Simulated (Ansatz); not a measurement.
**doublet B: levels of theory in one basis**

A single B atom.

Basis set: 6-31G (spherical functions). Correlated methods keep 1 orbital frozen. Correlation on ROHF uses semicanonical orbitals with singles. Charge 0, multiplicity 2.

Computed with Ansatz (development build ahead of 0.2.0); each method stands on the lowest determinant of its kind that the runs found.

```tsv
method	E − E(ROHF) (eV)	<S²> of the determinant
ROHF	0.00	0.75
UHF	0.00	0.75
ROHF-MP2	-0.63	–
UHF-MP2	-0.63	0.75
ROHF-CCSD	-1.14	–
ROHF-CCSD(T)	-1.15	–
UHF-BCCD(T)	-1.15	0.75
full CI (lowest root of this spin)	-1.16	–
```

Task: Is a single determinant a sound starting point here?

Result: By this sign, yes. Unrestricted orbitals gain 0.00 eV and <S²> is 0.75 against 0.75 for a pure state.
